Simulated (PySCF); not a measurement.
C6H4S, SMILES C#Cc1ccsc1.

Geometry optimised at B3LYP-D3(BJ)/def2-SVP.

These are PySCF with B3LYP-D3(BJ)/def2-SVP values and carry that method's errors.

Frequencies are harmonic and unscaled.

```csv
mode,ν (cm⁻¹),IR (km/mol),Raman (Å⁴/amu),depolarisation,moving atoms (share of kinetic energy)
1,153,1.8,1.0,0.75,"C 75 %, H 13 %, S 12 %"
2,159,1.1,10.4,0.75,"C 75 %, H 18 %"
3,424,0.9,4.2,0.75,"C 79 %, H 11 %, S 10 %"
4,482,1.4,7.2,0.75,"C 77 %, H 17 %"
5,493,1.0,7.3,0.28,"C 62 %, S 34 %"
6,530,3.5,4.8,0.71,"C 88 %, H 10 %"
7,656,0.4,7.8,0.64,"C 56 %, S 36 %, H 8 %"
8,657,50.6,9.1,0.75,"H 67 %, C 33 %"
9,658,3.1,0.2,0.75,"C 56 %, H 44 %"
10,695,7.3,2.4,0.75,"H 80 %, C 20 %"
11,711,33.7,1.0,0.69,"H 76 %, C 24 %"
12,807,59.7,2.0,0.75,"H 64 %, C 36 %"
13,831,3.2,10.6,0.11,"C 69 %, S 19 %, H 13 %"
14,876,21.4,3.3,0.17,"C 69 %, H 19 %, S 12 %"
15,914,0.5,0.5,0.75,"H 74 %, C 26 %"
16,950,8.6,7.8,0.14,"C 77 %, H 23 %"
17,1085,4.2,3.0,0.49,"H 91 %, C 9 %"
18,1166,2.8,20.2,0.30,"H 62 %, C 37 %"
19,1233,1.0,9.8,0.48,"H 58 %, C 42 %"
20,1394,9.0,5.7,0.72,"C 82 %, H 18 %"
21,1460,3.7,63.7,0.17,C 92 %
22,1574,0.6,61.7,0.42,"C 91 %, H 9 %"
23,2219,10.0,569.7,0.29,"C 91 %, H 9 %"
24,3223,0.9,77.6,0.54,"H 92 %, C 8 %"
25,3254,0.8,122.6,0.22,"H 91 %, C 9 %"
26,3259,2.6,110.9,0.30,"H 91 %, C 9 %"
27,3472,100.0,29.0,0.22,"H 86 %, C 14 %"
```
